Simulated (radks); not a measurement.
Results of a calculation; reference values are marked as such.
The nuclear charge of the bromine ion Br+ is varied continuously with 34 electrons held in [Ar] 3d10 4s2 4p4. Code: a radial shooting solver on a logarithmic mesh with Libxc functionals. Model: scalar-relativistic Kohn-Sham, r2SCAN, spin-polarised, spherical densities, finite nucleus; open shells are filled with parallel spins first; meta-GGA in the generalised Kohn-Sham scheme; Fermi nuclear charge, rms radius 4.1629 fm. By the Hellmann-Feynman theorem dE/dZ = E(electron-nucleus)/Z, the electronic potential at the nucleus (averaged over a nucleus of fixed radius). The scalar-relativistic energy here is not variational (the density holds large components alone), so the two differ by a part that grows with Z.

Z     E (hartree)  E(electron-nucleus)/Z (hartree)  HOMO  e(HOMO) (eV)  <r> HOMO (bohr)
34.6  -2535.17253                         -176.441    4p       -11.765            2.090
34.8  -2570.65121                         -177.810    4p       -14.051            2.027
35    -2606.40480                         -179.179    4p       -16.440            1.970
35.2  -2642.43326                         -180.547    4p       -18.931            1.918
35.4  -2678.73654                         -181.916    4p       -21.519            1.869
35.6  -2715.31463                         -183.284    4p       -24.202            1.824
35.8  -2752.16755                         -184.652    4p       -26.978            1.782
36    -2789.29531                         -186.020    4p       -29.846            1.743

The central difference of E at Z = 35 is -179.455 hartree, to compare with the third column; the second derivative is -6.87 hartree.
